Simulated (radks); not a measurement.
Results of a calculation; reference values are marked as such.
Task: The mean radii <r> (bohr) of the occupied orbitals of an atom or ion are listed with their occupations. Level of theory: scalar-relativistic Kohn-Sham, Wu-Cohen GGA, spin-unpolarised, spherical densities, point nucleus (a radial shooting solver on a logarithmic mesh with Libxc functionals).

| orbital | occ. | <r> |
|---|---|---|
| 1s | 2 | 0.01866 |
| 2s | 2 | 0.07895 |
| 2p | 6 | 0.07056 |
| 3s | 2 | 0.2048 |
| 3p | 6 | 0.2049 |
| 3d | 10 | 0.1856 |
| 4s | 2 | 0.4588 |
| 4p | 6 | 0.4877 |
| 4d | 10 | 0.5231 |
| 5s | 2 | 1.096 |
| 5p | 6 | 1.278 |
| 4f | 14 | 0.6373 |
| 5d | 2 | 1.834 |

Name the element and its charge.

Result: Z = 73, tantalum, charge +3: Ta3+ in [Xe] 4f14 5d2. The 1s radius gives Z: for a bare nucleus <r> = (2 gamma + 1)/(2Z) with gamma = sqrt(1 - (Z/c)^2), 0.01844 bohr for Z = 73, and screening makes it slightly larger (0.01866 here). The occupations add up to 70, and the charge is Z minus that.
